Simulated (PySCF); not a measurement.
Numbering as in the mapped SMILES `[CH2:1]=[C:2]1[C@@H:3]([C:4](=[O:5])[OH:6])[C@@H:7]1[O:8][SiH2:9][F:10]`; H(Xn) means a hydrogen on atom n. Ha(C1) is cis to C3; Ha(Si9) is pro-R; Hb(Si9) is pro-S; Hb(C1) is trans to C3.

How the numbers were obtained: shielding tensors at PBE0/pcSseg-1 (GIAO), geometry from GFN2-xTB, in PySCF 2.14.0 with density-fitted response routines (gas phase, non-relativistic, one conformer).

Referencing at the same level of theory: TMS for ¹³C and ¹H and ²⁹Si; H2O for ¹⁷O; ¹⁹F against CFCl3.

```
  atoms  nucleus  count  δ (ppm)
    F10      ¹⁹F      1   -180.6
Hb(Si9)       ¹H      1     5.11
  H(C7)       ¹H      1        ?
  H(O6)       ¹H      1     6.21
    Si9     ²⁹Si      1        ?
     C4      ¹³C      1        ?
 Ha(C1)       ¹H      1        ?
     O8      ¹⁷O      1     55.2
Ha(Si9)       ¹H      1     5.02
  H(C3)       ¹H      1     2.60
     C2      ¹³C      1        ?
 Hb(C1)       ¹H      1     6.25
     C7      ¹³C      1     55.7
     C3      ¹³C      1     29.4
     C1      ¹³C      1    116.1
     O5      ¹⁷O      1    407.7
     O6      ¹⁷O      1    217.1
```

Fill in the missing shifts.

Answers


- C4: 176.3 ppm, carboxylic acid carbon; lone-pair donation from the attached heteroatom keeps it upfield of a ketone carbonyl
- C2: 144.2 ppm, fully substituted alkene carbon; the olefinic region
- Ha(C1): 6.09 ppm, hydrogen on a terminal =CH2 carbon; a vinylic proton, deshielded by the sp2 carbon and the C=C anisotropy
- H(C7): 4.41 ppm, hydrogen on a three-membered-ring carbon; its carbon carries O, which withdraws density
- Si9: -24.1 ppm, silicon bonded to F, O, 2 H

OH and NH positions are those of a molecule without intermolecular hydrogen bonds; in solution they move with solvent, concentration and temperature, and exchange usually removes their couplings. Shifts are as computed. Against solution values, carbons near 30 ppm lie about +3 ppm off and those near 130 ppm about +5 ppm. Of 1211 compounds with measured shifts, 218 miss one by over three times the rms of a fit or turn the order of signals round; such compounds aren't used in these exercises. In solution the two oxygens of a carboxylic acid exchange roles by proton transfer and give one 17O line. Hydrogen bonding in solution shields acid and N–H amide carbonyl oxygens by tens of ppm. The C=O carbon of an acid or of an amide with N–H lies up to 10 ppm further downfield in solution, through hydrogen bonding that the calculation lacks. Unscaled 19F shifts against computed CFCl3 carry errors that often reach 10 to 50 ppm. Unscaled 17O shifts of doubly bonded oxygen tend to come out too high, by tens of ppm or more. Experimental scales use liquid or dissolved standards, which lie at an offset from isolated H2O (liquid H2O: subtract about 36 ppm).
